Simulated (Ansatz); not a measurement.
One change: `[NH2][GeH3]` becomes `[NH2][GeH2][OH]`.

Ansatz, PBE0-D4/def2-TZVP geometries, multiplicity 1. Each molecule was computed in one conformer, which needn't be the lowest.

Scalar relativity is left out up to krypton.

```tsv
property	`[NH2][GeH3]`
size of the dipole moment (PBE/def2-TZVPP) / D	1.09
HOMO–LUMO gap (B3LYP/def2-TZVPP) / eV	7.19
HOMO energy (PBE0/def2-TZVPP) / eV	-7.33
HOMO–LUMO gap (PBE0/def2-TZVPP) / eV	7.75
ideal-gas entropy at 298 K and 1 bar (rigid rotor, harmonic PBE0-D4/def2-TZVP) / J/(mol·K)	275
size of the dipole moment (B3LYP/def2-TZVPP) / D	1.11
```

(1) What does the change do to each property? (Estimate.)

## Answers

(1) Ansatz gave: 
| property | `[NH2][GeH2][OH]` | shift |
| --- | --- | --- |
| size of the dipole moment (PBE/def2-TZVPP) / D | 2.02 | 0.93 |
| HOMO–LUMO gap (B3LYP/def2-TZVPP) / eV | 7.52 | 0.33 |
| HOMO energy (PBE0/def2-TZVPP) / eV | -7.46 | -0.13 |
| HOMO–LUMO gap (PBE0/def2-TZVPP) / eV | 8.08 | 0.33 |
| ideal-gas entropy at 298 K and 1 bar (rigid rotor, harmonic PBE0-D4/def2-TZVP) / J/(mol·K) | 310 | 35 |
| size of the dipole moment (B3LYP/def2-TZVPP) / D | 2.18 | 1.07 |

With PBE0 the HOMO falls by 0.13 eV and the LUMO rises by 0.21 eV, so the gap widens by about 0.34 eV. PBE moves the HOMO by -0.13 eV and ωB97M-V by -0.15 eV. The zero-point energy changes by 16.2 kJ/mol with +3 modes. Dipoles are sizes alone; their direction can turn.

B3LYP here is the variant with VWN-RPA as its local correlation; programs differ in this.
